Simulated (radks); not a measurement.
Excited configurations of S I: one electron is placed in a higher orbital outside [Ne] 3s2 3p3. The ground configuration is [Ne] 3s2 3p4. Method: scalar-relativistic Kohn-Sham, r2SCAN, spin-unpolarised, spherical densities, finite nucleus; meta-GGA in the generalised Kohn-Sham scheme; Fermi nuclear charge, rms radius 3.2611 fm; computed with a radial shooting solver on a logarithmic mesh with Libxc functionals. Excitation = E - E(ground); binding = E(ion) - E, where the ion is the core of charge +1; n* = 1/sqrt(2 binding) in atomic units, and the quantum defect is n - n*.

| outer orbital | excitation (eV) | binding (eV) | n* | quantum defect | eigenvalue (eV) | <r> (bohr) |
|---|---|---|---|---|---|---|
| 4d | 10.828 | 1.133 | 3.465 | 0.535 | -0.553 | 15.57 |
| 4f | 11.122 | 0.839 | 4.026 | -0.026 | -0.385 | 18.60 |
| 5s | 10.373 | 1.588 | 2.927 | 2.073 | -0.962 | 13.23 |
| 5d | 11.227 | 0.734 | 4.306 | 0.694 | -0.419 | 26.31 |
| 6s | 11.046 | 0.915 | 3.856 | 2.144 | -0.577 | 23.25 |
| 6d | 11.456 | 0.505 | 5.193 | 0.807 | -0.308 | 40.23 |
| 7p | 11.460 | 0.501 | 5.211 | 1.789 | -0.329 | 42.76 |

Estimate the row for 3d.

Answer. excitation (eV) 10.269; binding (eV) 1.692; n* 2.836; quantum defect 0.164; eigenvalue (eV) -0.573; <r> (bohr) 8.560. The Delta-SCF ionisation energy is 11.961 eV (NIST Atomic Spectra Database: 10.360 eV, measured). Self-interaction in the functional shifts the binding energies and quantum defects, so they are the method's values and not measured ones. Spin polarisation and multiplet splitting are left out, so open shells lie too high by an amount that depends on their filling.

Beside tabulated values, note that spin-unpolarised runs miss the spin-polarisation part of the exchange energy of open shells.
